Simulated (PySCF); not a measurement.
**Question.** Write a Z-matrix for `[NH2][GeH2][Cl]` as optimised with PBE0-D3(BJ)/def2-SVP.

**Answer.** 
Z-matrix in Å and degrees, rows numbered from 1:
```
N 
Ge  1  1.8145
Cl  2  2.1820  1  112.90
H   1  1.0165  2  115.23  3    64.25
H   1  1.0164  2  115.05  3   -63.68
H   2  1.5316  1  108.43  3   117.22
H   2  1.5314  1  108.53  3  -117.19
```

Ge2 (germanium bonded to Cl, N and 2 H) is distorted tetrahedral (angles from 106.0° to 115.0°). N1 (nitrogen bonded to Ge and 2 H) is pyramidal (angles 115.2°, 115.0° and 108.9°, sum 339.1°, 0.32 Å off the plane of its three neighbours).

The calculation used PBE0-D3(BJ)/def2-SVP geometry optimisation, gas phase in PySCF.

Point group: Cs (tolerance 0.08 Å). Not checked by PBE0-D3(BJ)/def2-SVP frequencies. The numbers are those of one conformer (H–N1–Ge2–Cl3 64° and -64°).

Time: 54 s; peak memory 0.36 GiB. Hardware: one thread of an Arm Neoverse V2 (shared host). That covers the optimisation of the geometry.
